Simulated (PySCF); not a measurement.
SMILES C(C(OC)=O)CSC (C5H10O2S) (GFN2-xTB optimised geometry):

```
18

C      2.284    -1.486    -0.741
O      0.869    -1.346    -0.699
C      0.389    -0.312     0.000
O      1.081     0.490     0.571
C     -1.124    -0.312     0.000
C     -1.691     1.104     0.000
S     -1.830     1.816    -1.670
C     -0.079     2.016    -2.095
H      2.482    -2.494    -1.095
H      2.714    -0.751    -1.426
H      2.709    -1.332     0.253
H     -1.436    -0.823     0.915
H     -1.488    -0.886    -0.853
H     -2.709     1.114     0.385
H     -1.065     1.763     0.603
H     -0.042     2.646    -2.978
H      0.440     2.494    -1.269
H      0.362     1.048    -2.315
```

Computed with CAM-B3LYP/def2-SVP (PySCF).

**Question.** What are the frontier orbital energies and the dipole moment?

**Answer.** HOMO-2 -9.82 eV, HOMO-1 -9.48 eV, HOMO -7.47 eV, LUMO 1.55 eV, LUMO+1 2.54 eV; dipole moment 2.03 D.

Meta-Löwdin charges at CAM-B3LYP/def2-SVP: C1 -0.08, O2 -0.34, C3 0.51, O4 -0.46, C5 -0.21, C6 -0.21, S7 0.00, C8 -0.34, H9 0.12, H10 0.11, H11 0.11, H12 0.12, H13 0.12, H14 0.11, H15 0.11, H16 0.12, H17 0.12, H18 0.10.
